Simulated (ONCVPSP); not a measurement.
Transferability test, ONCV potential for carbon (C)

| Property | Result |
| --- | --- |
| Element | C (Z = 6) |
| Generator | ONCVPSP 4.0.1 |
| Type | optimised norm-conserving Vanderbilt (ONCV) |
| Functional | LDA (Perdew-Wang 92) |
| Relativity | scalar-relativistic |
| Frozen core | [He] |
| Valence charge | 4 |
| Reference configuration | 2s2 2p2 |
| Partial waves | 2s: rc 1.35 bohr, ncon 4, nbas 8, qcut 5.9 1/bohr, local; 2p: rc 3.20 bohr, ncon 4, nbas 7, qcut 5.1 1/bohr, 2 projectors, debl 1.7 Ha |
| Local potential | the s channel |
| Core correction | none |

Energies are relative to the spin-unpolarised reference configuration 2s2 2p2; without spin polarisation the order of configurations can differ from experiment.

```
valence configuration  charge  ΔE all-electron (eV)  error AE − PS (meV)
              2s1 2p0      +3                83.209                +2555
              2s1 2p3       0                 8.241                  -32
```

Task: What are ΔE and the potential's error for 2s2 2p1?

Result: ΔE = 10.985 eV all-electron; the error (AE − PS) is +187 meV.

Task: What are ΔE and the potential's error for 2s2 2p0?

Result: ΔE = 35.243 eV all-electron; the error (AE − PS) is +1322 meV.

Levels in the configuration 2s1 2p0:

| level | all-electron (eV) | pseudo (eV) |
| --- | --- | --- |
| 2s | -55.866 | -54.420 |
